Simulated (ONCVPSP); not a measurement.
# Which change was made? (Hf, ONCV)

```
Element                 : Hf (Z = 72)
Generator               : ONCVPSP 4.0.1
Type                    : optimised norm-conserving Vanderbilt (ONCV)
Functional              : LDA (Perdew-Wang 92)
Relativity              : fully relativistic
Frozen core             : [Kr] 4d10 4f14
Valence charge          : 12
Reference configuration : 5s2 5p6 5d2 6s1.75 6p0.25
Partial waves           : 5s+6s: rc 2.20 bohr, ncon 4, nbas 7, qcut 4.1 1/bohr, 2 projectors; 5p+6p: rc 2.55 bohr, ncon 3, nbas 6, qcut 4.3 1/bohr, 2 projectors; 5d: rc 2.20 bohr, ncon 5, nbas 10, qcut 7.2 1/bohr, local
Local potential         : the d channel
Core correction         : Teter function, fcfact 4.75, rcfact 1.4
```

Open shells are filled in proportion to 2j + 1.

Cutoffs, loose and tight: the cutoffs (Ha) at which the residual kinetic energy of the hardest occupied pseudo-wave falls to 1 and 0.1 mHa per electron. They do not see the model core or the augmentation charge, which bear on the density cutoff. Test errors are all-electron minus pseudo excitation energies from the reference, over the configurations 5s2 5p6 5d2 6s2 6p0; 5s2 5p6 5d2 6s1 6p0; 5s2 5p6 5d2 6s0 6p0; 5s1 5p6 5d2 6s2 6p0; variants that change the core or the reference have their own tests.

The base gives: outcome: generated, misses its reference levels by 0.29 eV; cutoff, loose: 13 Ha; cutoff, tight: 18 Ha; bound ghosts: p1/2; GHOST(+) flags above zero: none; largest test error (meV): -1355.

(1) After one change the result is: outcome: generated, misses its reference levels by 0.29 eV; cutoff, loose: 13 Ha; cutoff, tight: 16 Ha; bound ghosts: p1/2; GHOST(+) flags above zero: none; largest test error (meV): -732. Which change was it?
A. scalar-relativistic
B. all radii but the core radius scaled by about 1.08 (s 2.38, p 2.76, d 2.38 bohr)
C. d: qcut 8.8
D. core [Kr] 4d10, valence charge 26; reference 4f14 5s2 5p6 5d2 6s2; waves now 5s+6s: rc 2.10 bohr, ncon 3, nbas 7, qcut 5.7 1/bohr, 3 projectors, debl 3.2 Ha; 5p: rc 1.50 bohr, ncon 4, nbas 8, qcut 4.9 1/bohr, 2 projectors, debl 1 Ha; 5d: rc 3.25 bohr, ncon 4, nbas 9, qcut 5.9 1/bohr, 2 projectors, debl 1.3 Ha; 4f: rc 1.20 bohr, ncon 3, nbas 8, qcut 15.2 1/bohr, local; local potential the f channel
E. s: qcut 3.3; p: qcut 3.5; d: qcut 5.8

Results:

(1) B. The others give: core [Kr] 4d10, valence charge 26; reference 4f14 5s2 5p6 5d2 6s2; waves now 5s+6s: rc 2.10 bohr, ncon 3, nbas 7, qcut 5.7 1/bohr, 3 projectors, debl 3.2 Ha; 5p: rc 1.50 bohr, ncon 4, nbas 8, qcut 4.9 1/bohr, 2 projectors, debl 1 Ha; 5d: rc 3.25 bohr, ncon 4, nbas 9, qcut 5.9 1/bohr, 2 projectors, debl 1.3 Ha; 4f: rc 1.20 bohr, ncon 3, nbas 8, qcut 15.2 1/bohr, local; local potential the f channel → outcome: generated, projector energies reset by the program, misses its reference levels by 1.00 eV; cutoff, loose: 95 Ha; cutoff, tight: 103 Ha; bound ghosts: s, p1/2; GHOST(+) flags above zero: p3/2, d5/2, d3/2; largest test error (meV): -90 over the solved tests; 1 of 4 tests not solved or not reliable | d: qcut 8.8 → outcome: generated, misses its reference levels by 0.29 eV; cutoff, loose: 12 Ha; cutoff, tight: 18 Ha; bound ghosts: none; GHOST(+) flags above zero: none; largest test error (meV): -852 | scalar-relativistic → outcome: generated; cutoff, loose: 12 Ha; cutoff, tight: 18 Ha; bound ghosts: none; GHOST(+) flags above zero: none; largest test error (meV): -914 | s: qcut 3.3; p: qcut 3.5; d: qcut 5.8 → outcome: generated, misses its reference levels by 0.29 eV; cutoff, loose: 15 Ha; cutoff, tight: 27 Ha; bound ghosts: none; GHOST(+) flags above zero: p3/2, p1/2; largest test error (meV): -778.
